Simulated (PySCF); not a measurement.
**Static response to an electric field**

Species: C5H9N2 (charge +1).
Cartesian coordinates in Å at the GFN2-xTB level; atoms count from 1:
```xyz
16
C5H9N2 angstrom
C     -2.4436   -0.4897   -0.0902
N     -1.0824   -0.0252   -0.0914
C     -0.6812    1.2387   -0.4009
C      0.6753    1.2728   -0.2863
N      1.0814    0.0290    0.0910
C      2.4442   -0.3675    0.3233
C      0.0010   -0.7389    0.2025
H     -3.0413    0.1013    0.6046
H     -2.4795   -1.5343    0.2098
H     -2.8752   -0.3901   -1.0869
H     -1.3700    2.0113   -0.6758
H      1.3609    2.0801   -0.4450
H      3.0330   -0.2397   -0.5858
H      2.4809   -1.4112    0.6267
H      2.8854    0.2470    1.1088
H      0.0033   -1.7746    0.4843
```

Level: B3LYP/def2-SVPD (PySCF), static field, nuclei fixed, core orbitals frozen in the response. The polarisability tensor in these axes (au):

```
x   85.14  0.96  3.42
y    0.96 66.33 -5.74
z    3.42 -5.74 46.88
```

What are the eigenvalues, a third of the trace, and Δα (Δα² = ½Σ(αi − αj)² over the three pairs)?

Principal values 44.99, 67.89 and 85.45 au; mean 66.11 au = 9.80 Å³ = 10.90 × 10⁻⁴⁰ C²·m²/J; Δα = 35.14 au (53 % of the mean).

Along which axes do the principal values lie, and how far do the nuclei extend along each?

Largest value along (1.00, 0.02, 0.08), where the nuclei span 5.95 Å; middle along (0.00, 0.96, -0.26), 3.96 Å; least along (-0.09, 0.26, 0.96), 1.77 Å. The response follows the extents in order.

Form Σ f/ω² (atomic units) for the 8 lowest TDDFT singlets, given as eV and f, and set it beside the mean polarisability, which is this sum over all singlets: 6.29, 0.1081; 6.97, 0.0004; 7.56, 0.0050; 7.89, 0.6766; 8.03, 0.1223; 8.16, 0.0000; 8.44, 0.0196; 8.58, 0.0085.

They add up to 11.84 au, 17.9 % of the 66.11 au; the largest single term is 8.05 au, from the state at 7.89 eV. Terms in order: 2.03, 0.01, 0.06, 8.05, 1.41, 0.00, 0.20, 0.09 au. Higher excitations give the rest. The strengths listed sum to 0.941.

What depolarisation ratio follows for Rayleigh scattering of linearly polarised light, taking the static tensor?

ρ = 3Δα²/(45ᾱ² + 4Δα²) = 3704.5/(196700 + 4939.3) = 0.0184.

Geometry: GFN2-xTB; no solvent, vibrations or thermal averaging.
